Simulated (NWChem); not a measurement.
System: AgPH$_{4}$O; SMILES [Ag](<-[PH3])[OH]

Input file for NWChem:

```
start job
memory heap 200 mb stack 900 mb global 1100 mb
geometry units angstroms noautoz
  Ag    -0.072984     0.335576    -0.115277
  O     -0.173763     2.317874    -0.211932
  H      0.573359     2.680559     0.302544
  P     -0.067415    -1.965309    -0.023940
  H     -1.238968    -2.672636     0.395007
  H      0.860839    -2.594681     0.862286
  H      0.219005    -2.752037    -1.185162
end
basis spherical
  Ag library def2-svp
  O library def2-svp
  H library def2-svp
  P library def2-svp
end
ecp
  Ag library def2-ecp
end
dft
  xc mn15
  iterations 150
  mulliken
end
task dft gradient
```

NWChem printed, in part:

```
             Northwest Computational Chemistry Package (NWChem) 7.3.0
             --------------------------------------------------------

 C1  symmetry detected

                             Geometry "geometry" -> ""
                             -------------------------

 Output coordinates in angstroms (scale by  1.889725989 to convert to a.u.)

  No.       Tag          Charge          X              Y              Z
 ---- ---------------- ---------- -------------- -------------- --------------
    1 Ag                  47.0000    -0.00069203    -0.34284234     0.00750657
    2 O                    8.0000    -0.08057186    -2.32826897    -0.01903142
    3 H                    1.0000     0.83669261    -2.66410243    -0.03512541
    4 P                   15.0000    -0.01189497     1.95978929    -0.00689226
    5 H                    1.0000    -0.76791263     2.67052221    -0.99262067
    6 H                    1.0000     1.23464824     2.63091398    -0.20407948
    7 H                    1.0000    -0.44790322     2.70556881     1.13465213

 Effective nuclear repulsion energy (a.u.)     336.0826701941

                                 NWChem DFT Module
                                 -----------------

 Summary of "ao basis" -> "ao basis" (spherical)
 ------------------------------------------------------------------------------
       Tag                 Description            Shells   Functions and Types
 ---------------- ------------------------------  ------  ---------------------
 Ag                         def2-svp                11       31   5s3p2d1f
 O                          def2-svp                 6       14   3s2p1d
 H                          def2-svp                 3        5   2s1p
 P                          def2-svp                 8       18   4s3p1d

            General Information
            -------------------
          SCF calculation type: DFT
          Wavefunction type:  closed shell.
          No. of atoms     :     7
          No. of electrons :    46
           Alpha electrons :    23
            Beta electrons :    23
          Charge           :     0
          Spin multiplicity:     1
          Use of symmetry is: off; symmetry adaption is: off
          Maximum number of iterations: 150
          AO basis - number of functions:    83
                     number of shells:    37
          Convergence on energy requested:  1.00D-06
          Convergence on density requested:  1.00D-05
          Convergence on gradient requested:  5.00D-04

              XC Information
              --------------
                         MN15 Method XC Functional
                     Hartree-Fock (Exact) Exchange  0.440
                          MN15 Exchange Functional  1.000
                        MN15 Correlation Potential  1.000

             Grid Information
             ----------------
          Grid used for XC integration:  medium
          Radial quadrature: Mura-Knowles
          Angular quadrature: Lebedev.
          Tag              B.-S. Rad. Rad. Pts. Rad. Cut. Ang. Pts.
          ---              ---------- --------- --------- ---------
          Ag                  1.60      123          10.0       590
          O                   0.60       49          13.0       434
          H                   0.35       45          13.0       434
          P                   1.00       88          12.0       590
          Grid pruning is: on
          Number of quadrature shells:   440
          Spatial weights used:  Erf1

      Superposition of Atomic Density Guess
      -------------------------------------

 Sum of atomic energies:        -584.88247022

      Non-variational initial energy
      ------------------------------

 Total energy =    -563.570010
 1-e energy   =   -1154.046661
 2-e energy   =     430.209681
 HOMO         =      -0.419800
 LUMO         =      -0.043656

     ---------------------------------------------
      Total Density - Mulliken Population Analysis
     ---------------------------------------------

    Atom       Charge   Shell Charges
 -----------   ------   -------------------------------------------------------
    1 Ag  19    18.98  -0.49  1.68  0.81  0.73  0.14  5.98  0.14  0.05  9.29  0.63  0.00
    2 O    8     9.04   1.99  1.12  0.70  3.13  2.09  0.00
    3 H    1     0.66   0.53  0.07  0.06
    4 P   15    14.63   2.00  1.99  1.05  0.40  5.93  1.34  1.85  0.07
    5 H    1     0.90   0.62  0.26  0.02
    6 H    1     0.90   0.62  0.26  0.02
    7 H    1     0.90   0.62  0.26  0.02

   convergence    iter        energy       DeltaE   RMS-Dens  Diis-err
 ---------------- ----- ----------------- --------- --------- ---------
 d= 0,ls=0.0,diis     1   -564.9869972663 -7.25D+02  6.16D-02  1.94D+00
 d= 0,ls=0.0,diis     2   -562.2917904175  2.70D+00  5.52D-02  2.31D+01
 d= 0,ls=0.0,diis     3   -565.2120969683 -2.92D+00  8.12D-03  2.58D-01
 d= 0,ls=0.0,diis     4   -565.2190860958 -6.99D-03  3.52D-03  2.18D-01
 d= 0,ls=0.0,diis     5   -565.2405910770 -2.15D-02  5.85D-04  2.18D-03
  Resetting Diis
 d= 0,ls=0.0,diis     6   -565.2408326525 -2.42D-04  2.24D-04  3.53D-04
 d= 0,ls=0.0,diis     7   -565.2408738432 -4.12D-05  6.56D-05  1.23D-05
 d= 0,ls=0.0,diis     8   -565.2408740967 -2.53D-07  3.61D-05  1.26D-05
 d= 0,ls=0.0,diis     9   -565.2408753896 -1.29D-06  7.43D-06  5.62D-07
 d= 0,ls=0.0,diis    10   -565.2408754532 -6.36D-08  4.47D-06  2.74D-08

         Total DFT energy =     -565.240875453196
      One electron energy =    -1157.915955908652
           Coulomb energy =      479.221306139285
    Exchange-Corr. energy =      -46.813195596077
 Nuclear repulsion energy =      160.266969912248

 Numeric. integr. density =       45.999979852914

                       DFT Final Molecular Orbital Analysis
                       ------------------------------------

 Vector   21  Occ=2.000000D+00  E=-3.330689D-01
              MO Center= -1.4D-01, -4.1D-01, -3.1D-03, r^2= 3.1D+00
   Bfn.  Coefficient  Atom+Function         Bfn.  Coefficient  Atom+Function
  ----- ------------  ---------------      ----- ------------  ---------------
    19      0.475493  1 Ag d  2              15     -0.288521  1 Ag d -2
    17      0.287012  1 Ag d  0              35     -0.261941  2 O  px
    62     -0.230948  4 P  py                 4      0.223852  1 Ag s
    54      0.184168  4 P  s                 34      0.179115  2 O  s
     2     -0.172258  1 Ag s                 59     -0.161577  4 P  py

 Vector   22  Occ=2.000000D+00  E=-2.674760D-01
              MO Center=  1.4D-02, -1.7D+00, -1.2D-02, r^2= 1.9D+00
   Bfn.  Coefficient  Atom+Function         Bfn.  Coefficient  Atom+Function
  ----- ------------  ---------------      ----- ------------  ---------------
     4      0.460409  1 Ag s                 36      0.454091  2 O  py
    39      0.330124  2 O  py                19      0.266132  1 Ag d  2
    35      0.231083  2 O  px                 2     -0.228189  1 Ag s
    38      0.168452  2 O  px                17      0.160985  1 Ag d  0
     3     -0.116749  1 Ag s                 15      0.116239  1 Ag d -2

 Vector   23  Occ=2.000000D+00  E=-2.516798D-01
              MO Center= -5.4D-02, -2.0D+00, -1.3D-02, r^2= 1.5D+00
   Bfn.  Coefficient  Atom+Function         Bfn.  Coefficient  Atom+Function
  ----- ------------  ---------------      ----- ------------  ---------------
    37      0.596715  2 O  pz                40      0.455562  2 O  pz
    16      0.284325  1 Ag d -1              14      0.124518  1 Ag pz
    11      0.087666  1 Ag pz                 8     -0.079873  1 Ag pz
    80     -0.070452  7 H  s                 70      0.060571  5 H  s
    63      0.050748  4 P  pz                79     -0.041381  7 H  s

 Vector   24  Occ=0.000000D+00  E=-1.971268D-03
              MO Center=  1.9D-01,  1.1D+00, -1.4D-02, r^2= 5.5D+00
   Bfn.  Coefficient  Atom+Function         Bfn.  Coefficient  Atom+Function
  ----- ------------  ---------------      ----- ------------  ---------------
    61      0.720687  4 P  px                75     -0.588803  6 H  s
    70      0.502241  5 H  s                 12      0.477737  1 Ag px
    80      0.332555  7 H  s                 74     -0.252049  6 H  s
     5      0.239080  1 Ag s                 54     -0.202151  4 P  s
    15     -0.185511  1 Ag d -2              69      0.183120  5 H  s

 Vector   25  Occ=0.000000D+00  E= 1.353260D-03
              MO Center= -4.1D-02,  1.2D+00,  2.0D-02, r^2= 5.3D+00
   Bfn.  Coefficient  Atom+Function         Bfn.  Coefficient  Atom+Function
  ----- ------------  ---------------      ----- ------------  ---------------
    63      0.770126  4 P  pz                80     -0.663105  7 H  s
    70      0.557716  5 H  s                 14      0.436192  1 Ag pz
    79     -0.261385  7 H  s                 69      0.220358  5 H  s
    16     -0.216625  1 Ag d -1              60      0.196790  4 P  pz
    11      0.158556  1 Ag pz                 8     -0.153085  1 Ag pz

 Vector   26  Occ=0.000000D+00  E= 1.503123D-02
              MO Center= -2.2D-03,  1.3D+00,  4.6D-03, r^2= 7.0D+00
   Bfn.  Coefficient  Atom+Function         Bfn.  Coefficient  Atom+Function
  ----- ------------  ---------------      ----- ------------  ---------------
    54      1.293320  4 P  s                  5     -0.845883  1 Ag s
    75     -0.668263  6 H  s                 53      0.465284  4 P  s
    80     -0.429386  7 H  s                 13     -0.398595  1 Ag py
    70     -0.372326  5 H  s                 52      0.283973  4 P  s
    19      0.231125  1 Ag d  2              61      0.210520  4 P  px

     ---------------------------------------------
      Total Density - Mulliken Population Analysis
     ---------------------------------------------

    Atom       Charge   Shell Charges
 -----------   ------   -------------------------------------------------------
    1 Ag  19    18.95  -0.49  1.67  0.81  0.70  0.10  5.93  0.28  0.14  8.73  1.07  0.00
    2 O    8     8.47   1.99  1.04  0.74  2.84  1.85  0.01
    3 H    1     0.84   0.69  0.09  0.07
    4 P   15    14.84   2.00  1.97  1.17  0.39  5.93  1.59  1.68  0.12
    5 H    1     0.96   0.73  0.22  0.02
    6 H    1     0.96   0.73  0.22  0.02
    7 H    1     0.96   0.73  0.22  0.02

     -------------------------------------------
      Total Density - Lowdin Population Analysis
     -------------------------------------------

    Atom       Charge   Shell Charges
 -----------   ------   -------------------------------------------------------
    1 Ag  19    19.27   0.00  0.94  1.01  0.56  0.26  5.59  0.72  0.26  8.40  1.53  0.00
    2 O    8     8.30   1.97  0.88  0.66  2.69  2.08  0.01
    3 H    1     0.94   0.57  0.19  0.18
    4 P   15    14.42   2.00  1.93  0.78  0.44  5.81  1.56  1.73  0.17
    5 H    1     1.02   0.64  0.34  0.04
    6 H    1     1.02   0.64  0.34  0.04
    7 H    1     1.02   0.64  0.34  0.04

     Multipole analysis of the density
     ---------------------------------

     L   x y z        total         alpha         beta         nuclear
     -   - - -        -----         -----         ----         -------
     0   0 0 0      0.000000    -23.000000    -23.000000     46.000000

     1   1 0 0      0.499918      0.231651      0.231651      0.036617
     1   0 1 0      2.612579     -7.764004     -7.764004     18.140586
     1   0 0 1     -0.003101      0.197045      0.197045     -0.397190

     2   2 0 0    -28.534367    -19.746596    -19.746596     10.958825
     2   1 1 0     -3.210572      0.336954      0.336954     -3.884479
     2   1 0 1     -0.050404     -0.000337     -0.000337     -0.049730
     2   0 2 0    -29.700543   -249.973645   -249.973645    470.246748
     2   0 1 1     -0.036766     -0.158904     -0.158904      0.281041
     2   0 0 2    -30.015491    -19.150705    -19.150705      8.285920

            General Information
            -------------------
          SCF calculation type: DFT
          Wavefunction type:  closed shell.
          No. of atoms     :     7
          No. of electrons :    46
           Alpha electrons :    23
            Beta electrons :    23
          Charge           :     0
          Spin multiplicity:     1
          Use of symmetry is: off; symmetry adaption is: off
          Maximum number of iterations: 150
          AO basis - number of functions:    83
                     number of shells:    37
          Convergence on energy requested:  1.00D-06
          Convergence on density requested:  1.00D-05
          Convergence on gradient requested:  5.00D-04

              XC Information
              --------------
                         MN15 Method XC Functional
                     Hartree-Fock (Exact) Exchange  0.440
                          MN15 Exchange Functional  1.000
                        MN15 Correlation Potential  1.000

             Grid Information
             ----------------
          Grid used for XC integration:  medium
          Radial quadrature: Mura-Knowles
          Angular quadrature: Lebedev.
          Tag              B.-S. Rad. Rad. Pts. Rad. Cut. Ang. Pts.
          ---              ---------- --------- --------- ---------
          Ag                  1.60      123          10.0       590
          O                   0.60       49          13.0       434
          H                   0.35       45          13.0       434
          P                   1.00       88          12.0       590
          Grid pruning is: on
          Number of quadrature shells:   440
          Spatial weights used:  Erf1

          Convergence Information
          -----------------------
          Convergence aids based upon iterative change in
          total energy or number of iterations.
          Levelshifting, if invoked, occurs when the
          HOMO/LUMO gap drops below (HL_TOL):  1.00D-02
          DIIS, if invoked, will attempt to extrapolate
          using up to (NFOCK): 10 stored Fock matrices.

                    Damping( 0%)  Levelshifting(0.5)       DIIS
                  --------------- ------------------- ---------------
          dE  on:    start            ASAP                start
          dE off:    2 iters        150 iters           150 iters

                            NWChem DFT Gradient Module
                            --------------------------

  charge          =   0.00
  wavefunction    = closed shell

                         DFT ENERGY GRADIENTS

    atom               coordinates                        gradient
                 x          y          z           x          y          z
   1 Ag     -0.001308  -0.647878   0.014185    0.001191   0.006458   0.000557
   2 O      -0.152259  -4.399790  -0.035964   -0.009840  -0.003565  -0.000208
   3 H       1.581120  -5.034424  -0.066377    0.008976  -0.001992  -0.000160
   4 P      -0.022478   3.703465  -0.013024   -0.000373  -0.019804   0.000023
   5 H      -1.451144   5.046555  -1.875781   -0.005828   0.006536  -0.007437
   6 H       2.333147   4.971707  -0.385654    0.009231   0.005455  -0.001428
   7 H      -0.846414   5.112784   2.144182   -0.003358   0.006911   0.008653
```

Level: MN15/def2-SVP with def2 effective core potentials on Ag. All runs use the structure optimised with PBE-D3(BJ)/def2-SVP. def2 effective core potentials on Ag; no spin-orbit coupling.
